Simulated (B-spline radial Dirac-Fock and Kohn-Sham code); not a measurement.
## EELS cross sections of the Pd M1 (3s) edge

System: neutral palladium, configuration [Kr] 4d10. The computed values come from an atomic code on a B-spline grid: the first Born approximation with generalised oscillator strengths from a Dirac-Hartree-Slater potential (longitudinal and transverse terms; continuum final states only, so no white lines or fine structure). The edge is taken at 671.6 eV (tabulated value).

The run's input, task.json:

```json
{"items": [{
  "Z": 46,
  "q": 0,
  "cfg": [[1, 0, 2], [2, 0, 2], [2, 1, 6], [3, 0, 2], [3, 1, 6], [3, 2, 10], [4, 0, 2], [4, 1, 6], [4, 2, 10]],
  "A": 106,
  "rrms": 4.5318,
  "do": "eels",
  "beams": [[60, 20], [60, 50], [60, 100], [80, 10], [80, 50], [100, 5], [100, 10], [120, 10], [120, 20], [120, 100], [200, 5], [200, 50], [200, 100], [300, 50]],
  "edges": {"M1": 671.6}
}]}
```

Run with: `python xray2_run.py task.json out`

Partial cross sections σ(β, Δ) in barn, integrated over a window Δ above the edge and up to the collection semi-angle β, for parallel illumination:

| E₀ (kV) | β (mrad) | Δ = 25 eV | Δ = 50 eV | Δ = 100 eV | Δ = 200 eV | Δ = 300 eV |
| --- | --- | --- | --- | --- | --- | --- |
| 60 | 20 | 120 | 231 | 424 | 719 | 925 |
| 60 | 50 | 200 | 397 | 755 | 1320 | 1730 |
| 60 | 100 | 239 | 489 | 992 | 1830 | 2460 |
| 80 | 10 | 66.6 | 128 | 233 | 389 | 496 |
| 80 | 50 | 176 | 351 | 676 | 1190 | 1570 |
| 100 | 5 | 33.2 | 63.4 | 114 | 187 | 235 |
| 100 | 10 | ? | ? | ? | ? | ? |
| 120 | 10 | 68.1 | 131 | 240 | 407 | 522 |
| 120 | 20 | 105 | 204 | 379 | 652 | 848 |
| 120 | 100 | 160 | 329 | 672 | 1250 | 1710 |
| 200 | 5 | 41.8 | 80.3 | 146 | 246 | 315 |
| 200 | 50 | 118 | 240 | 480 | 877 | 1180 |
| 200 | 100 | 124 | 254 | 517 | 965 | 1320 |
| 300 | 50 | 103 | 210 | 423 | 781 | 1060 |

Question: Give the row for 100 kV and 10 mrad.

Answer: 67.8 b for 25 eV, 130 b for 50 eV, 238 b for 100 eV, 401 b for 200 eV, 513 b for 300 eV.
